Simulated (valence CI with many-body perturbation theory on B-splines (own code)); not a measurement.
**Energy levels of Lu LXVI**

Computed by relativistic CI+MBPT: four valence electrons over a frozen Dirac-Fock core [He], radial functions for each j: 11 s, 11 p, 9 d, 7 f, 5 g, 2 h, 1 i, with the one-electron correlation potential Σ1 (screened to all orders), the two-electron term Σ2, the three-electron term Σ3, Breit, model QED; selected single and double excitations, second order for the rest (own B-spline code, finite nucleus).

No measured spectrum was set against this ion. As an estimate, large intervals hold to a few tenths of a per cent, small ones and those within an open d or f shell to about a per cent. Among the levels kept, up to 290 cm⁻¹ of a level comes from second order outside the variational space, and about a tenth of that is noise between levels of different J, which matters for small intervals.

Levels 46 to 90 of 114, with energies above the lowest level, (2s^2 2p1/2^2) J=0. "Leading %" is the weight of the configuration and term that name the level; weights of strongly mixed levels are sums over their largest components and can fall short. In the jj column 3d3/2^4 stands for four electrons in 3d with j = 3/2. Lifetimes count E1, E2, E3, M1 and M2 decay at the calculated energies, and are blank where another channel may lead or the interval is too uncertain; long ones can be off by a factor of two.

| No. | Configuration | Term | J | E (eV) | Leading % | Leading jj | Lifetime | g |
| --- | --- | --- | --- | --- | --- | --- | --- | --- |
| 46 | 2s2p²3s | ³P | 1 | 10860 | 66 | 2s 2p1/2 2p3/2 3s (98 %) | 3.96 fs | 1.547 |
| 47 | 2s2p²3s | ³D | 3 | 10871 | 62 | 2s 2p1/2 2p3/2 3s (99 %) | 7.19 fs | 1.423 |
| 48 | 2s2p²3s | ³P | 2 | 10896 | 38 | 2s 2p1/2 2p3/2 3s (99 %) | 4.07 fs | 1.212 |
| 49 | 2s2p²3p | ⁵P° | 1 | 10919 | 39 | 2s 2p1/2 2p3/2 3p1/2 (100 %) | 6.67 fs | 1.863 |
| 50 | 2s2p²3p | ⁵D° | 2 | 10930 | 46 | 2s 2p1/2 2p3/2 3p1/2 (100 %) | 3.47 fs | 1.333 |
| 51 | 2s2p²3s | ³P | 0 | 10947 | 99 | 2s 2p1/2 2p3/2 3s (99 %) | 3.60 fs |  |
| 52 | 2s2p²3s | ¹P | 1 | 10949 | 45 | 2s 2p1/2 2p3/2 3s (99 %) | 3.72 fs | 0.892 |
| 53 | 2s2p²3s | ³P | 1 | 10954 | 72 | 2s 2p1/2 2p3/2 3s (99 %) | 8.44 fs | 1.435 |
| 54 | 2s2p²3s | ¹D | 2 | 10957 | 39 | 2s 2p1/2 2p3/2 3s (99 %) | 7.28 fs | 1.196 |
| 55 | 2s2p²3p | ³D° | 3 | 10961 | 33 | 2s 2p1/2 2p3/2 3p1/2 (100 %) | 2.39 fs | 1.205 |
| 56 | 2s2p²3p | ³P° | 2 | 10997 | 43 | 2s 2p1/2 2p3/2 3p1/2 (99 %) | 3.88 fs | 1.463 |
| 57 | 2s2p²3p | ³P° | 0 | 11027 | 49 | 2s 2p1/2 2p3/2 3p1/2 (99 %) | 2.33 fs |  |
| 58 | 2s2p²3p | ³D° | 1 | 11029 | 59 | 2s 2p1/2 2p3/2 3p1/2 (99 %) | 2.52 fs | 0.887 |
| 59 | 2s2p²3p | ³F° | 2 | 11031 | 45 | 2s 2p1/2 2p3/2 3p1/2 (99 %) | 3.66 fs | 0.903 |
| 60 | 2s2p²3p | ³D° | 1 | 11077 | 29 | 2s 2p1/2 2p3/2 3p1/2 (99 %) | 3.75 fs | 1.120 |
| 61 | 2s²2p3p | ³D | 3 | 11085 | 98 | 2s^2 2p3/2 3p3/2 (98 %) | 109 fs | 1.311 |
| 62 | 2s²2p3p | ¹P | 1 | 11086 | 53 | 2s^2 2p3/2 3p3/2 (97 %) | 72.0 fs | 1.324 |
| 63 | 2s²2p3p | ³P | 2 | 11115 | 64 | 2s^2 2p3/2 3p3/2 (98 %) | 91.5 fs | 1.303 |
| 64 | 2s²2p3p | ¹S | 0 | 11141 | 66 | 2s^2 2p3/2 3p3/2 (98 %) | 78.2 fs |  |
| 65 | 2s²2p3d | ³D° | 2 | 11172 | 49 | 2s^2 2p3/2 3d3/2 (98 %) | 771 as | 1.020 |
| 66 | 2s²2p3d | ³F° | 3 | 11180 | 53 | 2s^2 2p3/2 3d3/2 (97 %) | 827 as | 1.066 |
| 67 | 2s²2p3d | ³P° | 1 | 11184 | 56 | 2s^2 2p3/2 3d3/2 (98 %) | 646 as | 1.071 |
| 68 | 2s²2p3d | ³P° | 0 | 11188 | 98 | 2s^2 2p3/2 3d3/2 (98 %) | 836 as |  |
| 69 | 2p³3s | ³P° | 2 | 11218 | 45 | 2p1/2^2 2p3/2 3s (94 %) | 8.16 fs | 1.479 |
| 70 | 2p³3s | ¹P° | 1 | 11226 | 29 | 2p1/2^2 2p3/2 3s (91 %) | 4.08 fs | 1.178 |
| 71 | 2s²2p3d | ³F° | 4 | 11252 | 96 | 2s^2 2p3/2 3d5/2 (96 %) | 4.35 ps | 1.232 |
| 72 | 2s²2p3d | ³P° | 2 | 11264 | 44 | 2s^2 2p3/2 3d5/2 (95 %) | 1.05 fs | 1.227 |
| 73 | 2s2p²3p | ⁵D° | 3 | 11268 | 49 | 2s 2p1/2 2p3/2 3p3/2 (95 %) | 7.41 fs | 1.470 |
| 74 | 2s2p²3p | ³P° | 1 | 11280 | 27 | 2s 2p1/2 2p3/2 3p3/2 (95 %) | 3.07 fs | 1.517 |
| 75 | 2s²2p3d | ³D° | 3 | 11282 | 60 | 2s^2 2p3/2 3d5/2 (91 %) | 486 as | 1.214 |
| 76 | 2s²2p3d | ¹P° | 1 | 11294 | 60 | 2s^2 2p3/2 3d5/2 (96 %) | 708 as | 1.078 |
| 77 | 2s2p²3p | ³D° | 2 | 11295 | 45 | 2s 2p1/2 2p3/2 3p3/2 (97 %) | 3.36 fs | 1.401 |
| 78 | 2p³3p | ³P | 1 | 11303 | 31 | 2p1/2^2 2p3/2 3p1/2 (95 %) | 1.11 fs | 1.479 |
| 79 | 2p³3p | ³D | 2 | 11304 | 24 | 2p1/2^2 2p3/2 3p1/2 (95 %) | 1.14 fs | 1.158 |
| 80 | 2s2p²3p | ³P° | 0 | 11308 | 80 | 2s 2p1/2 2p3/2 3p3/2 (100 %) | 2.13 fs |  |
| 81 | 2s2p²3p | ³F° | 4 | 11309 | 60 | 2s 2p1/2 2p3/2 3p3/2 (96 %) | 339 fs | 1.312 |
| 82 | 2s2p²3p | ³P° | 2 | 11324 | 50 | 2s 2p1/2 2p3/2 3p3/2 (96 %) | 4.07 fs | 1.392 |
| 83 | 2s2p²3p | ³D° | 3 | 11334 | 53 | 2s 2p1/2 2p3/2 3p3/2 (98 %) | 3.45 fs | 1.271 |
| 84 | 2s2p²3p | ¹P° | 1 | 11339 | 39 | 2s 2p1/2 2p3/2 3p3/2 (95 %) | 2.15 fs | 1.162 |
| 85 | 2s2p²3d | ⁵F | 2 | 11348 | 44 | 2s 2p1/2 2p3/2 3d3/2 (99 %) | 2.70 fs | 1.142 |
| 86 | 2s2p²3d | ⁵D | 1 | 11351 | 49 | 2s 2p1/2 2p3/2 3d3/2 (99 %) | 3.24 fs | 1.152 |
| 87 | 2s2p²3d | ⁵D | 0 | 11352 | 82 | 2s 2p1/2 2p3/2 3d3/2 (100 %) | 10.2 fs |  |
| 88 | 2s2p²3d | ⁵F | 3 | 11358 | 50 | 2s 2p1/2 2p3/2 3d3/2 (98 %) | 2.52 fs | 1.159 |
| 89 | 2s2p²3p | ³D° | 2 | 11385 | 37 | 2s 2p1/2 2p3/2 3p3/2 (98 %) | 3.79 fs | 1.343 |
| 90 | 2s2p²3p | ³D° | 3 | 11387 | 46 | 2s 2p1/2 2p3/2 3p3/2 (99 %) | 4.97 fs | 1.165 |
